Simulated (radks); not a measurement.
The numbers below are computed, except where a source is named.
These are the eigenvalues of the occupied orbitals of an atom or ion with whole-number occupations (hartree). Code: a radial shooting solver on a logarithmic mesh with Libxc functionals. Model: non-relativistic Kohn-Sham, TPSS, spin-polarised, spherical densities, point nucleus; meta-GGA in the generalised Kohn-Sham scheme.

orbital  eigenvalue
1s up     -10.12880
1s down   -10.09584
2s up      -0.55581
2s down    -0.44095
2p up      -0.22653

Which element is it, and in what charge state? The configuration may be excited. Open shells, if any, are filled with parallel spins first.

Answer. Z = 6, carbon, charge 0: C in [He] 2s2 2p2. The list shows which subshells hold electrons but not how many an open one holds; the 1s level, -10.129 hartree, gives Z - s = 4.5 by -(Z - s)^2/2, which with screening narrows Z to a few neighbours, and the depths of the outer levels then fix element, charge and occupations together.
